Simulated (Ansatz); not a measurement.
```yaml
crystal:
  periodic: [false, false, false]
  atoms:
    - {symbol: C, position_ang: [-1.737397, 0.349761, -0.146755]}
    - {symbol: Si, position_ang: [-0.152830, -0.408673, 0.472013]}
    - {symbol: O, position_ang: [1.119758, 0.202846, -0.329259]}
    - {symbol: Zn, position_ang: [2.865364, 0.178031, -0.579158]}
    - {symbol: H, position_ang: [-2.594481, -0.062140, 0.393620]}
    - {symbol: H, position_ang: [-1.733436, 1.432981, -0.003292]}
    - {symbol: H, position_ang: [-1.877018, 0.147046, -1.211285]}
    - {symbol: H, position_ang: [-0.218458, -1.893035, 0.300996]}
    - {symbol: H, position_ang: [-0.024466, -0.146711, 1.938574]}
    - {symbol: H, position_ang: [4.352954, 0.199894, -0.835454]}
basis:
  gaussian: {orbitals: 6-31G}
hamiltonian: {xc: {name: PBEsol}, dispersion: d3bjatm}
output: {forces: true}
```

```sh
$ ansatz run in.yaml --threads 2 --pin off --events-out ev --progress --plain --max-ram 32768MiB --backend cpu
```

It prints (some lines left out):

```
Functional definition: PBEsol
824 factors; integrals over basis functions are off by at most 3.1e-4 eV
mean field evaluation 1: about -59375.7501 eV, gradient 8.8e1 eV
mean field evaluation 2: about -59246.9045 eV, gradient 2.2e2 eV
mean field evaluation 4: about -59389.0677 eV, gradient 1.7e1 eV
mean field evaluation 8: about -59389.5316 eV, gradient 2.7e-1 eV
mean field evaluation 16: about -59389.5177 eV, gradient 6.1e-5 eV
mean field -59389.51770326 eV, -2182.5245199338 hartree, gradient 6.1e-5 eV, S^2 0.000000; 0 other end points of the search recorded, 0 dependent functions left out
reference -59389.51774961 eV, -2182.5245216371 hartree; 32, 32 occupied and 40, 40 virtual orbitals, 824 factors
Total energy: -59389.59674380 eV, -2182.5274246203 hartree
Atom 0 at    -1.737397     0.349761    -0.146755 Å, force    -0.252744     0.073046    -0.050723 eV/Å
Atom 1 at    -0.152830    -0.408673     0.472013 Å, force    -1.851957    -0.882092     1.170189 eV/Å
Atom 2 at     1.119758     0.202846    -0.329259 Å, force     3.346136     1.073791    -1.583669 eV/Å
Atom 3 at     2.865364     0.178031    -0.579158 Å, force    -0.662923     0.060423     0.046232 eV/Å
Atom 4 at    -2.594481    -0.062140     0.393620 Å, force    -0.338069    -0.160355     0.210930 eV/Å
Atom 5 at    -1.733436     1.432981    -0.003292 Å, force     0.013769     0.407262     0.046634 eV/Å
Atom 6 at    -1.877018     0.147046    -1.211285 Å, force    -0.042985    -0.069829    -0.405360 eV/Å
Atom 7 at    -0.218458    -1.893035     0.300996 Å, force    -0.067112    -0.592194    -0.049682 eV/Å
Atom 8 at    -0.024466    -0.146711     1.938574 Å, force     0.012227     0.088610     0.592330 eV/Å
Atom 9 at     4.352954     0.199894    -0.835454 Å, force    -0.156341     0.001338     0.023118 eV/Å
Dipole moment:     0.103192     0.008341    -0.034983 e Å
```

Hardware: 2 threads of an AMD EPYC 7R13 on a shared host. Wall time 1.6 s, peak host memory 0.52 GiB.
